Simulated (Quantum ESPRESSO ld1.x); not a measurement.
Results of a calculation; reference values are marked as such.
Species: Ga16+. Configuration: [Ne] 3s2 3p3 (the NIST ground configuration). Code: ld1.x of Quantum ESPRESSO 7.5. Model: Dirac Kohn-Sham, PW91, spin-unpolarised, spherical densities, point nucleus; open shells fill j = l - 1/2 first.

Normalised radial functions P(r) = r R(r) (large component), r in bohr:

| r | 1s1/2 | 2p3/2 | 3s1/2 |
|---|---|---|---|
| 0.004922 | 1.5060 | 0.0200 | 0.2198 |
| 0.005506 | 1.6495 | 0.0248 | 0.2405 |
| 0.006158 | 1.8028 | 0.0307 | 0.2625 |
| 0.006888 | 1.9657 | 0.0379 | 0.2857 |
| 0.007704 | 2.1376 | 0.0467 | 0.3100 |
| 0.008617 | 2.3176 | 0.0576 | 0.3352 |
| 0.009639 | 2.5043 | 0.0708 | 0.3610 |
| 0.01078 | 2.6961 | 0.0869 | 0.3870 |
| 0.01206 | 2.8905 | 0.1065 | 0.4127 |
| 0.01338 | 3.0707 | 0.1284 | 0.4357 |
| 0.01497 | 3.2611 | 0.1565 | 0.4588 |
| 0.01674 | 3.4434 | 0.1904 | 0.4793 |
| 0.01872 | 3.6125 | 0.2308 | 0.4960 |
| 0.02094 | 3.7629 | 0.2788 | 0.5075 |
| 0.02342 | 3.8881 | 0.3355 | 0.5123 |
| 0.0262 | 3.9818 | 0.4020 | 0.5086 |
| 0.02931 | 4.0371 | 0.4794 | 0.4946 |
| 0.03278 | 4.0478 | 0.5687 | 0.4683 |
| 0.03666 | 4.0083 | 0.6707 | 0.4280 |
| 0.04101 | 3.9144 | 0.7858 | 0.3718 |
| 0.04587 | 3.7640 | 0.9140 | 0.2984 |
| 0.0513 | 3.5573 | 1.0546 | 0.2071 |
| 0.05693 | 3.3179 | 1.1949 | 0.1064 |
| 0.06367 | 3.0154 | 1.3541 | -0.0180 |
| 0.07122 | 2.6760 | 1.5180 | -0.1561 |
| 0.07966 | 2.3128 | 1.6815 | -0.3033 |
| 0.0891 | 1.9408 | 1.8382 | -0.4529 |
| 0.09966 | 1.5760 | 1.9805 | -0.5963 |
| 0.1115 | 1.2338 | 2.0995 | -0.7226 |
| 0.1247 | 0.9272 | 2.1864 | -0.8194 |
| 0.1395 | 0.6658 | 2.2323 | -0.8738 |
| 0.156 | 0.4544 | 2.2299 | -0.8731 |
| 0.1745 | 0.2931 | 2.1746 | -0.8071 |
| 0.1951 | 0.1775 | 2.0649 | -0.6694 |
| 0.2183 | 0.1002 | 1.9039 | -0.4597 |
| 0.2422 | 0.0549 | 1.7151 | -0.2065 |
| 0.2709 | 0.0264 | 1.4806 | 0.1145 |
| 0.303 | 0.0115 | 1.2286 | 0.4626 |
| 0.3389 | 0.0045 | 0.9758 | 0.8077 |
| 0.3791 | 0.0016 | 0.7384 | 1.1163 |
| 0.424 | 0.0005 | 0.5298 | 1.3562 |
| 0.4743 | 0.0001 | 0.3581 | 1.5008 |
| 0.5305 | 0.0000 | 0.2264 | 1.5352 |
| 0.5933 | 0.0000 | 0.1328 | 1.4603 |
| 0.6637 | 0.0000 | 0.0717 | 1.2937 |
| 0.7423 | 0.0000 | 0.0353 | 1.0661 |
| 0.8303 | 0.0000 | 0.0156 | 0.8146 |
| 0.9213 | 0.0000 | 0.0066 | 0.5908 |
| 1.03 | 0.0000 | 0.0023 | 0.3853 |
| 1.153 | 0.0000 | 0.0007 | 0.2292 |
| 1.289 | 0.0000 | 0.0002 | 0.1227 |
| 1.442 | 0.0000 | 0.0000 | 0.0583 |
| 1.613 | 0.0000 | 0.0000 | 0.0244 |
| 1.804 | 0.0000 | 0.0000 | 0.0089 |

1s1/2: eigenvalue -10814.7 eV, 0 radial nodes, <r> = 0.0486 bohr, 90 % of the charge inside 0.0868 bohr. 2p3/2: eigenvalue -1667.5 eV, 0 radial nodes, <r> = 0.190 bohr, 90 % of the charge inside 0.309 bohr. 3s1/2: eigenvalue -623.77 eV, 2 radial nodes at r = 0.0627, 0.261 bohr, <r> = 0.558 bohr, 90 % of the charge inside 0.813 bohr.
